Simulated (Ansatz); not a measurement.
Input for Ansatz (a quantum-chemistry and plane-wave program): R-BHLYP/def2-TZVPP on SiCl4 (SMILES Cl[Si](Cl)(Cl)Cl).

Ansatz 0.2 input:
```yaml
crystal:
  periodic: [false, false, false]
  atoms:
    - {symbol: Si, position_ang: [-0.00000000, 0.00000000, -0.00000000]}
    - {symbol: Cl, position_ang: [1.17346072, 1.17346072, 1.17346072]}
    - {symbol: Cl, position_ang: [1.17346072, -1.17346072, -1.17346072]}
    - {symbol: Cl, position_ang: [-1.17346072, 1.17346072, -1.17346072]}
    - {symbol: Cl, position_ang: [-1.17346072, -1.17346072, 1.17346072]}
basis:
  gaussian:
    orbitals: def2-TZVPP
hamiltonian:
  xc: {name: BHLYP}
scf: {lower_state_search: off}
```

Output:

```
WARN ansatz: RAYON_NUM_THREADS=4 ignored (pool sized by the plan → 4); use --threads N
Functional definition: BHLYP
these checks for a lower state are left out or cut short: stability, starts, cluster_reference, orbital_swaps, neighbouring_geometries, increment
integrals: 0.21 GiB planned
1686 factors; their error is unknown
mean field: 1.60 GiB planned
mean field evaluation 1: about -57974.6598 eV, gradient 1.9e1 eV
mean field evaluation 2: about -57974.8550 eV, gradient 1.8e1 eV
mean field evaluation 4: about -57975.4953 eV, gradient 5.9e-1 eV
mean field evaluation 8: about -57975.8279 eV, gradient 2.2e-1 eV
mean field evaluation 16: about -57975.8279 eV, gradient 3.3e-6 eV
mean field -57975.82792971 eV, -2130.5723789892 hartree, gradient 3.1e-6 eV, S^2 0.000000; 0 other end points of the search recorded, 0 dependent functions left out
reference -57975.82812075 eV, -2130.5723860097 hartree; 41, 41 occupied and 169, 169 virtual orbitals, 1686 factors
Total energy: -57975.82812075 eV, -2130.5723860097 hartree
Checks for a lower state left out: stability, starts, cluster_reference, orbital_swaps, neighbouring_geometries, increment
```

Self-consistency was reached.

Cost: about 8 core-seconds (a rough figure).
